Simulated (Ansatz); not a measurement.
Geometry optimisation, RKS PBE/def2-SVP (Ansatz).

The input (input.yaml):

```yaml
crystal:
  periodic: [false, false, false]
  atoms:
    - { symbol: Ge, position_ang: [0.216443, 0.0, -0.114025] }
    - { symbol: F, position_ang: [0.224107, 0.0, 1.613777] }
    - { symbol: H, position_ang: [1.71713, 0.0, -0.503333] }
    - { symbol: H, position_ang: [-0.495288, 1.293631, -0.575982] }
    - { symbol: H, position_ang: [-0.495288, -1.293631, -0.575982] }
    - { symbol: Br, position_ang: [-3.089784, 0.0, 1.325213] }
    - { symbol: H, position_ang: [-1.823821, 0.0, 2.140032] }
basis:
  gaussian: { orbitals: def2-SVP }
hamiltonian:
  xc: pbe
relax:
  f_tol: 0.03
  max_steps: 50
```

Launched with:

```bash
$ ansatz run input.yaml --threads 2 --pin off --max-ram 3072MiB --backend cpu --events-out ev --progress --plain --runs-dir out
```

Question: Where does it end, and by what steps?

Answer: The run converged. The force dipped under the threshold on the way, but the program's further checks kept it going. After 7 steps the energy has fallen by 0.143 eV; Br6 moved furthest, 0.54 Å.

| step | energy less start (eV) | largest force component (eV/Å) | accepted |
| --- | --- | --- | --- |
| 0 | 0.0000 | 1.518 | yes |
| 1 | -0.0881 | 0.511 | yes |
| 2 | -0.1140 | 0.144 | yes |
| 3 | -0.1296 | 0.238 | yes |
| 4 | -0.1390 | 0.205 | yes |
| 5 | -0.1418 | 0.086 | yes |
| 6 | -0.1431 | 0.012 | yes |
| 7 | -0.1433 | 0.016 | yes |

```xyz
7
Properties=species:S:1:pos:R:3
Ge 0.274 0.000 -0.205
F -0.025 0.000 1.559
H 1.814 0.000 -0.333
H -0.372 1.294 -0.748
H -0.372 -1.294 -0.748
Br -3.257 0.000 1.834
H -1.808 0.000 1.952
```

Whether the end is a true minimum wasn't checked by a vibrational analysis.

The run took 12 s on 2 threads of Intel(R) Xeon(R) Platinum 8259CL CPU @ 2.50GHz (Skylake/Cascade Lake) (shared host), peak memory 0.16 GiB.
